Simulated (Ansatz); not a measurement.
One change: `CC(C)(C)CO` becomes `CC(C)(C)C(N)=O`.

Ansatz, PBE0-D4/def2-TZVP geometries, multiplicity 1. Each molecule was computed in one conformer, which needn't be the lowest.

| property | `CC(C)(C)CO` |
| --- | --- |
| HOMO–LUMO gap (PBE0/def2-TZVPP) / eV | 8.55 |
| LUMO energy (ωB97M-V/def2-TZVPP) / eV | 2.28 |
| LUMO energy (PBE0/def2-TZVPP) / eV | 0.85 |
| LUMO energy (PBE/def2-TZVPP) / eV | 0.02 |
| size of the dipole moment (ωB97M-V/def2-TZVPP) / D | 1.57 |
| HOMO–LUMO gap (PBE/def2-TZVPP) / eV | 6.14 |

(1) What does the change do to each property? (An estimate is asked.)

Answers

(1) Computed: 
| property | `CC(C)(C)C(N)=O` | shift |
| --- | --- | --- |
| HOMO–LUMO gap (PBE0/def2-TZVPP) / eV | 7.81 | -0.74 |
| LUMO energy (ωB97M-V/def2-TZVPP) / eV | 2.10 | -0.18 |
| LUMO energy (PBE0/def2-TZVPP) / eV | 0.67 | -0.18 |
| LUMO energy (PBE/def2-TZVPP) / eV | -0.28 | -0.30 |
| size of the dipole moment (ωB97M-V/def2-TZVPP) / D | 3.62 | 2.05 |
| HOMO–LUMO gap (PBE/def2-TZVPP) / eV | 5.27 | -0.87 |

With PBE0 the HOMO rises by 0.55 eV and the LUMO falls by 0.18 eV, so the gap narrows by about 0.73 eV. PBE moves the HOMO by 0.58 eV and ωB97M-V by 0.53 eV. Dipoles are sizes alone; their direction can turn.
